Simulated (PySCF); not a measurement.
C7H8GeO, SMILES O=Cc1ccc[c]([GeH3])c1 (GFN2-xTB optimised geometry):

```
17

O     -3.267    -1.956    -0.002
C     -2.067    -1.855     0.000
C     -1.321    -0.591     0.000
C     -2.008     0.623     0.000
C     -1.307     1.813     0.000
C      0.078     1.797     0.000
C      0.784     0.598     0.000
Ge     2.739     0.611    -0.003
C      0.072    -0.591     0.000
H     -1.418    -2.755     0.000
H     -3.088     0.605     0.000
H     -1.837     2.755     0.001
H      0.627     2.730     0.001
H      3.267     1.350     1.183
H      3.265     1.301    -1.219
H      3.264    -0.786     0.025
H      0.606    -1.534     0.000
```

Level of theory: CAM-B3LYP/def2-SVP (PySCF 2.14.0).

What are the frontier orbital energies and the dipole moment?

HOMO-2 -9.03 eV, HOMO-1 -8.89 eV, HOMO -8.84 eV, LUMO -0.70 eV, LUMO+1 0.51 eV; dipole moment 2.71 D.

Meta-Löwdin charges at CAM-B3LYP/def2-SVP: O1 -0.38, C2 0.27, C3 -0.04, C4 -0.07, C5 -0.10, C6 -0.08, C7 -0.18, Ge8 0.38, C9 -0.09, H10 0.06, H11 0.12, H12 0.11, H13 0.10, H14 -0.07, H15 -0.07, H16 -0.07, H17 0.10.
